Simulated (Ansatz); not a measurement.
Reaction (formal exchange of groups at a C–N bond): `CN[SiH](C)O` + `COCC#N` → `CCOCC#N` + `C[SiH](N)O`

Gas-phase electronic energies from Ansatz, PBE0-D4/def2-TZVP geometries. CCSD(T)/CBS is the MP2 limit (def2-TZVPP, def2-QZVPP) plus CCSD(T) − MP2 in def2-TZVPP, frozen cores. This one scheme is used for every species. DFT in def2-TZVPP. B3LYP here is the variant with VWN-RPA as its local correlation; programs differ in this. One conformer a species, not always the lowest.

`CN[SiH](C)O`:

Cartesian coordinates in Å:
```
C 0.628 1.249 -1.324
N 1.062 0.098 -0.564
Si 0.067 -0.902 0.402
C -0.983 0.015 1.630
O -1.039 -1.735 -0.501
H 0.902 2.201 -0.854
H 1.037 1.244 -2.340
H -0.460 1.236 -1.422
H 2.060 -0.003 -0.492
H 1.033 -1.820 1.070
H -0.360 0.554 2.347
H -1.628 0.740 1.126
H -1.628 -0.674 2.181
H -0.690 -2.204 -1.260
```

`COCC#N`:

Cartesian coordinates in Å:
```
C -0.491 1.252 -0.232
O -0.888 0.096 0.472
C 0.149 -0.812 0.669
C 0.639 -1.405 -0.584
N 1.020 -1.854 -1.570
H 0.312 1.781 0.299
H -1.365 1.898 -0.296
H -0.148 1.008 -1.244
H 1.006 -0.350 1.181
H -0.234 -1.613 1.305
```

`CCOCC#N`:

```xyz
13

C     0.454    1.558    0.308
C     0.534    0.489   -0.759
O    -0.684   -0.215   -0.954
C    -1.065   -1.040    0.102
C    -0.094   -2.108    0.381
N     0.678   -2.930    0.601
H    -0.369    2.247    0.105
H     0.321    1.140    1.308
H     1.384    2.131    0.321
H     1.341   -0.222   -0.539
H     0.746    0.938   -1.731
H    -1.231   -0.486    1.036
H    -2.014   -1.502   -0.179
```

`C[SiH](N)O`:

```xyz
11

C     1.390   -0.442    0.061
Si   -0.204    0.490    0.295
N    -1.477   -0.626    0.013
O    -0.360    1.783   -0.718
H     2.241    0.236    0.151
H     1.505   -1.224    0.816
H     1.436   -0.912   -0.925
H    -0.239    1.134    1.634
H    -2.436   -0.396    0.218
H    -1.313   -1.615    0.089
H    -0.543    1.571   -1.635
```

```csv
level,ΔE (eV)
PBE-D4,-0.45
B3LYP-D4,-0.44
ωB97X-V,-0.46
MP2/def2-TZVPP,-0.51
```

Problem. What does CCSD(T)/CBS give? (An estimate is asked.)

Solution. The calculation gave: -0.50 eV. The listed levels differ from it by 0.05, 0.06, 0.04, -0.01 eV.

Largest T1 diagnostic among the species: 0.012.

In def2-TZVPP, CCSD(T) changes the Hartree–Fock value by −0.05 eV (the triples alone add −0.01 eV) and MP2 by −0.07 eV.
